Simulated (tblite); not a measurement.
C4H11BSi2.
Numbering: `[BH2:1][SiH2:2][C:3]#[C:4][SiH2:5][CH2:6][CH3:7]` (hydrogens: H8, H9 on B1; H10, H11 on Si2; H12, H13 on Si5; H14, H15 on C6; H16, H17, H18 on C7)

Computed with GFN2-xTB (tblite), gas phase: L-BFGS steps from a force-field or distance-geometry start until the largest atomic force falls under 0.01 eV/Å.

At the end of the run (lengths in Å): Si5–C6 1.907, C4–Si5 1.850, Si2–C3 1.858, C7–H16 1.089, B1–Si2 1.958, Si5–H12 1.469, C7–H17 1.088, B1–Si2–C3 113.0°, C4–Si5–C6 107.5°, Si2–C3–C4 178.1°, Si5–C6–C7 112.9°, C4–Si5–C6–C7 60°.

Question: These geometries were met on the way; a selection of coordinates is given. Order them by energy above the end point, lowest first.
A. Si5–C6 1.907, C4–Si5 1.856, Si2–C3 1.861, C7–H16 1.066, B1–Si2 1.930, Si5–H12 1.445, C7–H17 1.080, B1–Si2–C3 108.8°, C4–Si5–C6 108.0°, Si2–C3–C4 178.9°, Si5–C6–C7 111.5°, C4–Si5–C6–C7 62°
B. Si5–C6 1.865, C4–Si5 1.811, Si2–C3 1.824, C7–H16 1.120, B1–Si2 1.948, Si5–H12 1.468, C7–H17 1.112, B1–Si2–C3 108.3°, C4–Si5–C6 110.3°, Si2–C3–C4 178.9°, Si5–C6–C7 111.3°, C4–Si5–C6–C7 62°
C. Si5–C6 1.907, C4–Si5 1.851, Si2–C3 1.858, C7–H16 1.092, B1–Si2 1.951, Si5–H12 1.477, C7–H17 1.088, B1–Si2–C3 110.1°, C4–Si5–C6 107.7°, Si2–C3–C4 175.7°, Si5–C6–C7 112.6°, C4–Si5–C6–C7 62°
D. Si5–C6 1.897, C4–Si5 1.841, Si2–C3 1.849, C7–H16 1.082, B1–Si2 1.932, Si5–H12 1.453, C7–H17 1.086, B1–Si2–C3 108.8°, C4–Si5–C6 108.3°, Si2–C3–C4 178.8°, Si5–C6–C7 111.8°, C4–Si5–C6–C7 62°
E. Si5–C6 1.894, C4–Si5 1.844, Si2–C3 1.856, C7–H16 1.092, B1–Si2 1.939, Si5–H12 1.471, C7–H17 1.088, B1–Si2–C3 109.4°, C4–Si5–C6 107.9°, Si2–C3–C4 177.1°, Si5–C6–C7 112.5°, C4–Si5–C6–C7 62°

Answer: C (0.017 eV), E (0.031 eV), D (0.062 eV), A (0.112 eV), B (0.193 eV).

| step | E above end (eV) | rms distance from the end, all atoms (Å) | largest force (eV/Å) | rms shift of all bonds from the end (Å) |
| --- | --- | --- | --- | --- |
| 7 | 0.017 | 0.056 | 0.161 | 0.003 |
| 5 | 0.031 | 0.061 | 0.381 | 0.007 |
| 3 | 0.062 | 0.069 | 0.309 | 0.010 |
| 2 | 0.112 | 0.070 | 2.283 | 0.015 |
| 0 | 0.193 | 0.078 | 1.207 | 0.022 |

Rows stand in the order of the answer.
